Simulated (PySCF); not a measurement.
**TDDFT excited states: C4H7FO2**

Compound: C4H7FO2.
SMILES: `COC(=O)CCF`

The calculation used PySCF, TDDFT PBE0/def2-SVPD, vertical, gas phase, core orbitals frozen in the response. One conformer (not necessarily the lowest) at the GFN2-xTB geometry, without solvent, vibrations or thermal averaging. Torsions of this conformer, `[CH3:1][O:2][C:3](=[O:4])[CH2:5][CH2:6][F:7]`: C1–O2–C3–O4 0°, O2–C3–C5–C6 180°, C3–C5–C6–F7 180°.

What does the calculation give for the low-lying excited states?

| state | E (eV) | λ (nm) | ν̃ (cm⁻¹) | f | \|μ\| (D) | symmetry | main configurations (H = HOMO, L = LUMO) |
| --- | --- | --- | --- | --- | --- | --- | --- |
| S1 | 6.02 | 205.9 | 48570 | 0.0007 | 0.17 | – | H→L (99%) |
| S2 | 7.71 | 160.8 | 62170 | 0.012 | 0.63 | A′ | H→L+1 (94%) |
| S3 | 8.06 | 153.8 | 65010 | 0.118 | 1.97 | A′ | H-1→L (89%) |
| S4 | 8.36 | 148.3 | 67410 | 0.012 | 0.63 | A″ | H-1→L+1 (97%) |
| S5 | 8.48 | 146.1 | 68420 | 0.0005 | 0.12 | – | H-3→L (83%), H-4→L (14%) |
| S6 | 8.52 | 145.6 | 68700 | 0.022 | 0.83 | A′ | H-2→L (63%), H→L+2 (35%) |

Triplets (Tamm–Dancoff): T1 5.46 eV, H→L (98%); T2 6.18 eV, H-1→L (80%), H-5→L (9%).

The lowest singlet lies at 6.02 eV (206 nm, ultraviolet) and is very weak; its leading configuration is HOMO→LUMO (99%). The most intense listed level is S3 at 8.06 eV (154 nm, f = 0.118), 2.04 eV above S1. Löwdin shares by element: HOMO oxygen 76%, carbon 18% or more; LUMO carbon 46% or more, oxygen 44%. Orbital energies (eV): HOMO-3 -9.90, HOMO-2 -9.69, HOMO-1 -9.13, HOMO -8.43, LUMO -0.03, LUMO+1 0.48, LUMO+2 1.10. The oscillator strengths of these states sum to 0.166; summed over the whole spectrum of an exact calculation they would give the number of electrons, 56 (Thomas–Reiche–Kuhn). Of the 6 states listed, 4 reach f = 0.01 and 1 stays under 0.0005. Symmetry labels in Cs follow from the direction of the transition dipole and are given only for states with f of 0.002 or more. Only the lowest 6 singlets were computed, as vertical energies without vibronic structure.

On Arm Neoverse V2, one thread (shared host), this took 33 s wall (grids of density and orbitals included) and 0.79 GiB of memory at its peak.
